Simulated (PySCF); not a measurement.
Mn (manganese, neutral) across methods

[Ar] 3d5 4s2, high-spin 6S determinant. All numbers are calculated (PySCF 2.14, the non-relativistic Hamiltonian (point nucleus), in aug-cc-pVTZ with one added diffuse shell each of s, p, d, f, g type (9s8p6d4f3g, 118 functions)).

```
 method  E (hartree)  mean ε 3d α (eV)  mean ε 4s α (eV)  mean ε 4s β (eV)  Σ⟨r²⟩ (bohr²)   ⟨S²⟩
 PBEsol    -1149.634            -8.442            -5.458            -4.420          40.98  8.764
  B3LYP    -1151.031           -10.145            -5.900            -5.096          41.01  8.758
r2SCAN0    -1150.959           -11.174            -6.253            -5.126          41.37  8.774
    PBE    -1150.747            -8.401            -5.423            -4.419          41.12  8.762
 r2SCAN    -1150.971            -8.979            -5.665            -4.508          41.33  8.780
   PBE0    -1150.785           -10.717            -6.066            -5.063          41.21  8.762
    UHF  -1149.86868           -17.436            -7.444            -6.151          43.32  8.771
```

Estimate the same row for LDA.

E (hartree) = -1148.628; mean ε 3d α (eV) = -8.586; mean ε 4s α (eV) = -5.611; mean ε 4s β (eV) = -4.590; Σ⟨r²⟩ (bohr²) = 40.67; ⟨S²⟩ = 8.761.
